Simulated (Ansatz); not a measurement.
Abridged output of a molecular run in Ansatz:

```
Functional definition: HF
1745 factors; integrals over basis functions are off by at most 8.5e-4 eV
mean field evaluation 1: about -24145.9164 eV, gradient 2.7e1 eV
mean field evaluation 2: about -24146.1762 eV, gradient 2.7e1 eV
mean field evaluation 4: about -24148.8078 eV, gradient 3.4e0 eV
mean field evaluation 8: about -24148.8636 eV, gradient 2.3e-1 eV
mean field evaluation 16: about -24148.8639 eV, gradient 9.2e-7 eV
mean field -24148.86394035 eV, -887.4543811200 hartree, gradient 9.2e-7 eV, S^2 0.000000; 0 other end points of the search recorded, 0 dependent functions left out
15 core orbitals not correlated: weight in the atoms' cores, before any rotation towards them, 1.000 or more for the frozen orbitals, at most 0.000 for the correlated occupied ones
reference -24148.86394035 eV, -887.4543811200 hartree; 18, 18 occupied and 244, 244 virtual orbitals, 1745 factors
second order -24.53176061 eV of doubles, -0.00000000 eV of singles
cycle   1  -24.67005825 eV  change   -1.4e-1 eV  update   1.1e-1
cycle   2  -25.37660753 eV  change   -7.1e-1 eV  update   3.2e-2
cycle   3  -25.43991539 eV  change   -6.3e-2 eV  update   1.3e-2
cycle   4  -25.42380163 eV  change    1.6e-2 eV  update   3.5e-3
cycle   5  -25.42496215 eV  change   -1.2e-3 eV  update   1.5e-3
cycle   6  -25.42499418 eV  change   -3.2e-5 eV  update   4.1e-4
cycle   7  -25.42461506 eV  change    3.8e-4 eV  update   1.3e-4
cycle   8  -25.42465206 eV  change   -3.7e-5 eV  update   4.6e-5
cycle   9  -25.42468551 eV  change   -3.3e-5 eV  update   1.8e-5
perturbative correction -0.79915016 eV, -0.0293682268 hartree
Total energy: -24175.08777602 eV, -888.4180893056 hartree
```

Its atoms:

Cartesian coordinates in Å:
```
C -0.670 0.640 -1.601
Si 0.300 1.024 -0.046
Si 1.044 -0.951 0.957
Te -0.946 -2.394 1.446
H -0.035 0.152 -2.343
H -1.070 1.555 -2.042
H -1.502 -0.029 -1.373
H -0.555 1.727 0.951
H 1.464 1.907 -0.350
H 1.857 -1.781 0.025
H 1.847 -0.713 2.187
H -1.734 -1.136 2.187
```

Q: Which basis set was used?
A. cc-pV(D+d)Z
B. def2-TZVPP
C. def2-SVPD
D. def2-SVP

A: B. It gives 277 functions.

Q: Write the keys of the input that set method, charge and spin (a neutral closed shell needs none for the last two).

A: 
```yaml
correlation: {method: ccsd_t}
```
